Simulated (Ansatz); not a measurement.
H₆O₄SiSn, SMILES [OH][Sn]([OH])([OH])[O][SiH3]. Atoms are numbered in the order given.

```xyz
12

O      1.0973     1.7962     0.9526
Sn     0.5048     0.2112    -0.0591
O      1.4309    -1.4779     0.3446
O      0.7992     0.5731    -1.9746
O     -1.3684    -0.0454     0.4737
Si    -2.5361    -1.1950     0.1749
H      0.5427     1.9098     1.7397
H      2.1928    -1.5896    -0.2441
H      0.7201     1.5218    -2.1563
H     -3.0785    -1.0576    -1.2120
H     -1.9951    -2.5794     0.3328
H     -3.6438    -0.9838     1.1505
```
Charge 0, spin multiplicity 1.

The structure is a stationary point at r2SCAN-D4/def2-SVP. The def2 effective core potentials stand for the cores of Sn; spin–orbit coupling is left out. Other conformers were not sampled.

Two levels are set side by side: PBE-D3(BJ)/def2-SVP (Ansatz, a quantum-chemistry and plane-wave program) and r2SCAN-D4/def2-SVP (Ansatz). Each level has its own optimised geometry; the coordinates shown are those of the second. Differences are taken from unrounded values.

```json
[
 {"quantity": "mean bond length (Å)", "r2SCAN-D4": "1.539"},
 {"quantity": "bond O1–Sn2 (Å)", "r2SCAN-D4": "1.972"},
 {"quantity": "bond Sn2–O3 (Å)", "r2SCAN-D4": "1.968"},
 {"quantity": "bond Sn2–O4 (Å)", "r2SCAN-D4": "1.971"},
 {"quantity": "bond Sn2–O5 (Å)", "r2SCAN-D4": "1.964"},
 {"quantity": "bond O5–Si6 (Å)", "r2SCAN-D4": "1.666"},
 {"quantity": "bond O1–H7 (Å)", "r2SCAN-D4": "0.970"},
 {"quantity": "bond O3–H8 (Å)", "r2SCAN-D4": "0.969"},
 {"quantity": "bond O4–H9 (Å)", "r2SCAN-D4": "0.969"},
 {"quantity": "bond Si6–H10 (Å)", "r2SCAN-D4": "1.495"},
 {"quantity": "bond Si6–H11 (Å)", "r2SCAN-D4": "1.495"},
 {"quantity": "bond Si6–H12 (Å)", "r2SCAN-D4": "1.491"}
]
```

Task: What does PBE-D3(BJ) give, and how far is it from r2SCAN-D4? (An estimate is asked for; the answer gives what the named calculation found.)

Result: 
| quantity | PBE-D3(BJ) | PBE-D3(BJ) minus r2SCAN-D4 |
|---|---|---|
| mean bond length (Å) | 1.555 | 0.016 |
| bond O1–Sn2 (Å) | 1.995 | 0.023 |
| bond Sn2–O3 (Å) | 1.993 | 0.024 |
| bond Sn2–O4 (Å) | 1.993 | 0.022 |
| bond Sn2–O5 (Å) | 1.991 | 0.027 |
| bond O5–Si6 (Å) | 1.685 | 0.020 |
| bond O1–H7 (Å) | 0.979 | 0.009 |
| bond O3–H8 (Å) | 0.978 | 0.009 |
| bond O4–H9 (Å) | 0.978 | 0.009 |
| bond Si6–H10 (Å) | 1.507 | 0.012 |
| bond Si6–H11 (Å) | 1.506 | 0.011 |
| bond Si6–H12 (Å) | 1.503 | 0.012 |

On these quantities the two levels nearly agree.
